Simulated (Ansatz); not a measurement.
The cluster Li₆, relaxed as a quintet with UKS r2SCAN/def2-TZVP in Ansatz, starting from the r2SCAN/def2-TZVP geometry of the neutral singlet. Force threshold 0.02 eV/Å.

At r2SCAN/def2-TZVP a triplet of charge 0 lies 0.68 eV below the quintet, each at its own geometry. The structure comes from a short search, and lower isomers may exist.

Start:

Cartesian coordinates in Å:
```
Li -0.594 -1.101 -0.461
Li 0.614 0.668 -2.391
Li -2.204 1.281 -0.211
Li 0.594 1.100 0.460
Li 2.204 -1.280 0.213
Li -0.616 -0.669 2.390
```

(1) Estimate the energy that the relaxation releases and the steps that it takes.

(2) Does the start keep its bonding and symmetry?

(3) Predict the relaxed structure.

Results:

(1) 10.1 kcal/mol, in 14 steps; 29 s on 4 threads of INTEL XEON PLATINUM 8581C on a shared host. The force fell under the threshold at step 5, but the optimiser went on and released 0.077 eV more. No frequencies were taken in this run, so the end may be a saddle point.

(2) Bonds lost: Li1–Li4 (atoms count from 1). Bonds formed: Li2–Li3, Li5–Li6 (atoms count from 1). Point group D4h at the start, D3d at the end, both within 0.05 Å.

(3) 
Cartesian coordinates in Å:
```
Li -0.864 -1.852 -0.598
Li 0.451 0.680 -1.965
Li -1.765 1.161 -0.252
Li 0.864 1.852 0.598
Li 1.765 -1.161 0.252
Li -0.451 -0.680 1.965
```
Bond lengths (bridged metal pairs left out): 6 × Li–Li 2.84 to 2.85 Å.
